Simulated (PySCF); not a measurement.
# Worked example: chemical shift, span and skew from a shielding tensor

FH4NSi, SMILES [SiH2](F)N. Atoms are numbered in the order given.

```xyz
7

Si    -0.4437    -0.0874     0.0000
N      0.3106     1.4312     0.0000
F      0.5649    -1.3354     0.0000
H     -1.2390    -0.2114    -1.2408
H     -1.2390    -0.2114     1.2408
H      0.7157     1.8237     0.8334
H      0.7157     1.8237    -0.8334
```

Geometry optimised at PBE0-D3(BJ)/def2-TZVP. The values are those of a single conformer.

GIAO shieldings from HF/pcSseg-2 (PySCF), non-relativistic, no solvent. The symmetric part of the tensor of F3 has the principal values 300.4, 362.0, 404.4 ppm. The same nucleus in CFCl3 has σ = 237.3 ppm at this level (PySCF, at its B3LYP-D3(BJ)/def2-TZVP geometry).

Task: Work out the isotropic shielding, the ¹⁹F shift against CFCl3, the span and the skew.

Result: 
σ(iso) = (σ11 + σ22 + σ33)/3 = 355.6 ppm. δ = σ(ref) − σ(iso) = 237.3 − (355.6) = -118.3 ppm.
Span Ω = σ33 − σ11 = 104.0 ppm. Skew κ = 3(σ(iso) − σ22)/Ω = -0.18. Tumbling in solution averages the tensor to δ; in a static solid the shielding alone would spread this spin-1/2 line over Ω.
